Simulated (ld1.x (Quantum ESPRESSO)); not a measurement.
Which change was made? (Pb, TM)

- Element: lead (Pb)
- Generator: ld1.x (Quantum ESPRESSO) 7.5
- Type: norm-conserving Troullier–Martins (Kleinman–Bylander form)
- Functional: PBE
- Relativity: scalar-relativistic
- Frozen core: [Xe] 4f14 5d10
- Valence charge: 4
- Reference configuration: 6s1.5 6p2.5
- Partial waves: 6s (bound): rc 1.90 bohr; 6p (bound): rc 2.90 bohr
- Local potential: all-electron potential smoothed inside 1.80 bohr (lloc = -1)
- Core correction: none

Cutoffs, loose and tight: the cutoffs (Ry, on a coarse ladder) from which the occupation-weighted sum of valence levels, in a spherical-Bessel basis at the reference potential, stays within 10 and 1 mRy of its value at 400 Ry. They do not see the model core or the augmentation charge, which bear on the density cutoff. Test errors are all-electron minus pseudo excitation energies from the reference, over the configurations 6s2 6p2; 6s2 6p1; 6s2 6p0; 6s0 6p4; 6s1 6p0; 6s2 6p1.5; 6s1 6p3; variants that change the core or the reference have their own tests.

The base gives: outcome: generated; cutoff, loose: 21 Ry; cutoff, tight: 30 Ry; bound ghosts: s, d; largest test error (meV): +169.

Question: After one change the result is: outcome: generated; cutoff, loose: 18 Ry; cutoff, tight: 30 Ry; bound ghosts: s, d; largest test error (meV): +166. Which change was it?
A. core correction a·sin(br)/r model core inside 1.08 bohr
B. wave 6s (bound): rc 1.90 bohr becomes 6s (bound): rc 2.34 bohr
C. core [Kr] 4d10 4f14, valence charge 22; reference 5s2 5p6 5d10 6s1.5 6p2.5; waves now 5s (bound): rc 1.35 bohr; 5p (bound): rc 1.50 bohr; 5d (bound): rc 1.15 bohr; local potential the d channel
D. functional LDA (PZ)

Answer: B. The others give: core [Kr] 4d10 4f14, valence charge 22; reference 5s2 5p6 5d10 6s1.5 6p2.5; waves now 5s (bound): rc 1.35 bohr; 5p (bound): rc 1.50 bohr; 5d (bound): rc 1.15 bohr; local potential the d channel → outcome: generated, misses its reference levels by 1.54 eV; cutoff, loose: 100 Ry; cutoff, tight: 160 Ry; bound ghosts: none; largest test error (meV): -1177 | functional LDA (PZ) → outcome: generated; cutoff, loose: 21 Ry; cutoff, tight: 30 Ry; bound ghosts: s, d; largest test error (meV): +252 | core correction a·sin(br)/r model core inside 1.08 bohr → outcome: generated; cutoff, loose: 21 Ry; cutoff, tight: 30 Ry; bound ghosts: s, d; largest test error (meV): -498.
